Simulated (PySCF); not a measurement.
InFI2, SMILES [I][In]([I])[F]. Geometry optimised at PBE-D3(BJ)/def2-SVP. The structure was generated by enumeration; whether it is a known compound was not checked. The def2 effective core potentials stand for the cores of I, In; spin–orbit coupling is left out.

Computed equilibrium geometry at PBE-D3(BJ)/def2-SVP (PySCF confirms it by a frequency run) as a Z-matrix, and its point group:
point group C2v.
```
In
F 1 1.9726
I 1 2.6695 2 117.13
I 1 2.6695 2 117.13 3 180.00
```
